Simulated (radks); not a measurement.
Results of a calculation; reference values are marked as such.
Nd2+, 58 electrons, occupied as [Xe] 4f3 7f1 (not the ground configuration). Code: a radial shooting solver on a logarithmic mesh with Libxc functionals. Model: non-relativistic Kohn-Sham, TPSS, spin-polarised, spherical densities, point nucleus; open shells are filled with parallel spins first (spin-orbit coupling, left out, can overturn this in heavy ions); meta-GGA in the generalised Kohn-Sham scheme; relativity is left out, which matters for an element this heavy.

Normalised radial functions P(r) = r R(r), r in bohr:

```
   r/bohr * 7f up (the largest magnitude, 0.28, reaches the edge; | marks zero)
 0.002368                             *
  0.00334                             *
 0.004711                             *
 0.006646                             *
 0.009374                             *
  0.01322                             *
   0.0188                             *
  0.02652                             *
  0.03741                             *
  0.05277                             *
  0.07444                             *
    0.105                             |*
   0.1493                             |*
   0.2106                             |  *
   0.2971                             |    *
    0.419                             |       *
   0.5911                             |       *
   0.8338                             |     *
    1.186                             |*
    1.672                      *      |
    2.359              *              |
    3.327           *                 |
    4.694                      *      |
    6.674                             |                *
    9.414                             |               *
    13.28        *                    |
    18.73  *                          |
    26.42                         *   |
    37.27                             *
```

7f up: eigenvalue -3.263 eV, 3 radial nodes at r = 1.24, 5.25, 11.0 bohr, <r> = 14.6 bohr, 90 % of the charge inside 20.2 bohr.
